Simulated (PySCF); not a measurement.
An unknown shows these calculated signals:

1H NMR (300 MHz, computed): δ 6.22 (m, 2H), 6.13 (m, 2H), 3.56 (t, J = 1.9 Hz, 2H).

13C{1H} NMR (computed): δ 112.8 (CH), 104.7 (CH), 35.5 (CH2, t, J = 37.8 Hz).

No relativistic terms, single conformer, in vacuum, equivalent nuclei averaged. Couplings computed with B3LYP/pcJ-1 (spin–dipole term only in couplings to heteroatoms); shielding tensors at KT3/pcSseg-1 (GIAO); coordinates at the PBE0-D3(BJ)/def2-SVP level; PySCF.

Shifts are taken against calculated references (same method and geometry level): 1H (σ = 31.32 ppm), 13C (σ = 182.31 ppm) against TMS.

Which of these does the molecule contain: an aldehyde, a carboxylic acid, a heteroaromatic ring, an NH or NH2 group?

## Answers


- An aldehyde: no.
- A carboxylic acid: no.
- A heteroaromatic ring: yes.
- An NH or NH2 group: no.

The data belong to `FB(F)Cn1cccc1`, C5H6BF2N; they needn't prove each group on their own.

Carbon signals by region: 2 in the sp2 and nitrile region (100–160 ppm), 1 below 50 ppm.

A carbon bonded to boron is broadened by the quadrupolar boron nucleus and is often missing from a measured spectrum. C–F couplings over four or more bonds (about 3 Hz to the para carbon of a fluoroarene) are left out. Splittings below 1 Hz are ignored in the labels, and close J values are merged. Couplings among chemically equivalent protons are left out too, so labels in AA′BB′ or AA′XX′ sets are apparent multiplicities. Unscaled 3J(H,H) at this level run about 10 % above measured values. Shifts are as computed, not scaled to solution data. Of 1313 compounds with measured shifts, 239 miss one by over three times the rms of a fit or turn the order of signals round; such compounds aren't used in these exercises. 3J across rotatable bonds or in flexible rings reflects this conformer alone.
